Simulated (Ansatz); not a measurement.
Frontier orbitals of CuH6NSi2, SMILES `[SiH3][N]([SiH3])[Cu]`.

```
atom    x (Å)    y (Å)    z (Å)
 Si1  -1.4311  -0.0155   0.5742
  N2   0.2270  -0.3786   0.3709
 Si3   1.3021   0.3109  -0.7655
 Cu4   0.8379  -1.8637   1.2555
  H5  -1.8300  -0.1061   2.0106
  H6  -1.7142   1.3686   0.0934
  H7  -2.3506  -0.9370  -0.1615
  H8   2.6788   0.4324  -0.1994
  H9   1.4490  -0.4834  -2.0239
 H10   0.8311   1.6725  -1.1543
```

The species carries charge 0 and has multiplicity 1. For Cu the d shell is correlated and the shells below it are frozen. Scalar relativity is left out up to krypton. The structure was optimised at the PBE0-D4/def2-TZVP level. Basis def2-TZVPP, Ansatz.

Orbital energies of one run (eV). Highest occupied ones, from the top: -6.72, -7.41, -8.65, -8.85, -8.87, -9.03, -9.04, -9.28, -9.35, -10.37, -10.77, -11.14, -13.80, -15.21. Empty: -2.66, 0.32, 0.85, 0.98, 1.99, 2.16.

(1) Which functional gave them?
A. CAM-B3LYP
B. B97M-V
C. LDA (SPW92)
D. r2SCAN0

Results:

(1) D. HOMO energies: r2SCAN0 -6.72, CAM-B3LYP -7.93, LDA (SPW92) -5.53, B97M-V -5.75 eV.
